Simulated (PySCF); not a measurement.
## Functional benchmark on one molecule

Molecule: `CO[Si](C)(C)C`, C4H12OSi.

Geometry:
```csv
atom,x (Å),y (Å),z (Å)
C1,2.343,-0.212,0.470
O2,1.049,-0.407,0.949
Si3,-0.356,-0.043,0.107
C4,-0.342,1.764,-0.405
C5,-1.741,-0.397,1.308
C6,-0.482,-1.134,-1.416
H7,2.559,0.853,0.260
H8,2.543,-0.782,-0.458
H9,3.064,-0.553,1.230
H10,-1.291,2.036,-0.895
H11,0.470,1.980,-1.117
H12,-0.212,2.422,0.468
H13,-1.657,0.244,2.199
H14,-2.725,-0.218,0.847
H15,-1.704,-1.445,1.642
H16,0.354,-0.958,-2.111
H17,-0.472,-2.200,-1.137
H18,-1.417,-0.936,-1.965
```

Geometry PBE0-D3(BJ)/def2-SVP throughout; GIAO in PySCF 2.14, gas phase, one conformer, non-relativistic; equivalent atoms averaged; basis pcSseg-1.

Reference values (measured; liquid, neat; T. M. Alam, M. Henry, Phys. Chem. Chem. Phys. (a906445a), supplement): δ(Si3) = 17.3 ppm vs TMS (internal). Computed shifts are taken against TMS, calculated as an isolated molecule at each level.

How do the functionals HF, LDA, PBE, BLYP, BP86, OPBE, KT2, KT3, B97-D, B3LYP, PBE0, mPW1PW91, WP04, B97-2, BHandHLYP, CAM-B3LYP, wB97X-D, LC-wPBE perform against the reference? Times are CPU seconds on shared hosts with different chips, so compare them loosely; the GGAs took longer than the global hybrids here, which isn't the general rule, and the cause wasn't traced.

Results:


| functional | kind | Si3 | abs. error Si | core-s |
| --- | --- | --- | --- | --- |
| HF | Hartree–Fock | 15.6 | 1.7 | 9.8 |
| LDA | LDA | 27.6 | 10.3 | 25 |
| PBE | GGA | 22.6 | 5.3 | 27 |
| BLYP | GGA | 18.8 | 1.5 | 28 |
| BP86 | GGA | 22.3 | 5.0 | 29 |
| OPBE | GGA | 21.8 | 4.5 | 30 |
| KT2 | GGA | 23.6 | 6.3 | 30 |
| KT3 | GGA | 19.1 | 1.8 | 30 |
| B97-D | GGA | 18.2 | 0.9 | 30 |
| B3LYP | global hybrid | 19.2 | 1.9 | 18 |
| PBE0 | global hybrid | 22.3 | 5.0 | 19 |
| mPW1PW91 | global hybrid | 22.0 | 4.7 | 18 |
| WP04 | global hybrid | 11.9 | 5.4 | 16 |
| B97-2 | global hybrid | 19.9 | 2.6 | 16 |
| BHandHLYP | global hybrid | 18.3 | 1.0 | 16 |
| CAM-B3LYP | range-separated hybrid | 21.3 | 4.0 | 22 |
| wB97X-D | range-separated hybrid | 22.4 | 5.1 | 21 |
| LC-wPBE | range-separated hybrid | 25.6 | 8.3 | 33 |

For 29Si the closest is B97-D (0.9 ppm, with BHandHLYP practically level) and the furthest LDA (10.3 ppm). One molecule is a small sample, and vibrational and solvent effects are absent from the calculation.
